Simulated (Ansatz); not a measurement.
Geometry optimisation, RHF/def2-SVP in Ansatz.

Input:

```yaml
crystal:
  periodic: [false, false, false]
  atoms:
    - { symbol: Mo, position_ang: [0.0, 0.0, 0.0] }
    - { symbol: Cl, position_ang: [0.0, 0.0, 2.31] }
    - { symbol: Cl, position_ang: [2.31, 0.0, 0.0] }
    - { symbol: F, position_ang: [0.0, 1.77, 0.0] }
    - { symbol: Cl, position_ang: [-2.31, 0.0, 0.0] }
    - { symbol: F, position_ang: [0.0, -1.77, 0.0] }
    - { symbol: Cl, position_ang: [0.0, 0.0, -2.31] }
basis:
  gaussian: { orbitals: def2-SVP }
hamiltonian:
  xc: hf
relax:
  f_tol: 0.02
  max_steps: 40
output:
  orbitals: {}
```

Run as:

```bash
$ ansatz run input.yaml --threads 4 --pin off --max-ram 5120MiB --backend cpu --events-out ev --progress --plain --runs-dir out
```

**Question.** Where does it end, and by what steps?

**Answer.** The run converged. After 3 steps the energy has fallen by 0.050 eV; F4 moved furthest, 0.03 Å.

```csv
step,energy less start (eV),largest force component (eV/Å),accepted
0,0.0000,1.053,yes
1,-0.0459,0.388,yes
2,-0.0497,0.099,yes
3,-0.0502,0.001,yes
```

```xyz
7
Properties=species:S:1:pos:R:3
Mo 0.000 0.000 0.000
Cl 0.000 0.000 2.285
Cl 2.285 0.000 0.000
F 0.000 1.802 0.000
Cl -2.285 0.000 0.000
F 0.000 -1.802 0.000
Cl 0.000 0.000 -2.285
```

Whether the end is a true minimum wasn't checked by a vibrational analysis.

The run took 12 s on 4 threads of Arm Neoverse V1 (shared host), peak memory 0.47 GiB.
